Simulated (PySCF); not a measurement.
**Diatomics of Gd with the halogens**

PBE0 with double-zeta basis sets in PySCF, for the lowest determinant that a PBE0 search found; no spin–orbit coupling. De refers to high-spin ground-configuration atoms. A positive dipole means M(−)Gd(+).

| M | basis | state (unpaired electrons) | Re (Å) | ωe (cm⁻¹) | De (eV) | μ (D) |
| --- | --- | --- | --- | --- | --- | --- |
| F | x2c-SVPall | octet (f population 7.1) | 1.948 | 629 | 6.74 | 1.74 |
| Cl | x2c-SVPall | octet (f population 7.1) | 2.408 | 360 | 5.17 | 2.47 |
| Br | x2c-SVPall | octet (f population 7.1) | 2.565 | 240 | 4.54 | 2.74 |

The shortest bond is that of GdF (1.948 Å), the longest that of GdBr (2.565 Å). GdF is bound most strongly (6.74 eV) and GdBr least (4.54 eV).

Down a group the atoms grow and get heavier, so bonds lengthen and wavenumbers fall; this series shows no clear exception.

Spin–orbit coupling is left out, which matters for elements this heavy, above all for dissociation energies. With d or f electrons several states lie close, and the lowest PBE0 determinant need not be the measured ground state.
